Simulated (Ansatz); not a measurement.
CH$_{3}$FOSi (`CO[Si]F`). Total charge 0; spin multiplicity 1. The geometry is a stationary point of PBE0-D4/def2-TZVP. It is one conformer, not always the lowest.

```xyz
7

C    -0.417    0.007    0.708
O     0.908    0.119    0.225
Si    1.547    0.078   -1.272
F     0.237   -0.141   -2.203
H    -1.129   -0.139   -0.107
H    -0.473   -0.841    1.394
H    -0.673    0.916    1.254
```

What is the dipole moment at r2SCAN/def2-TZVPP? (Estimate.)

Ansatz gave: 1.61 D, with components (-1.03, -0.02, 1.23) D in this frame, pointing from negative to positive charge.

And with PBE, B3LYP, ωB97M-V? (Best estimate.)

Ansatz gave: PBE 1.52 D, B3LYP 1.45 D, ωB97M-V 1.38 D.

Give the Mulliken charges with r2SCAN, B3LYP, PBE in def2-TZVPP. (Best estimate.)

The calculation gave: 
```tsv
atom	r2SCAN	B3LYP	PBE
C1	0.00	-0.13	-0.15
O2	-0.33	-0.31	-0.24
Si3	0.45	0.43	0.35
F4	-0.32	-0.32	-0.27
H5	0.07	0.11	0.10
H6	0.07	0.11	0.11
H7	0.07	0.11	0.11
```

B3LYP here is the variant with VWN-RPA as its local correlation; programs differ in this.
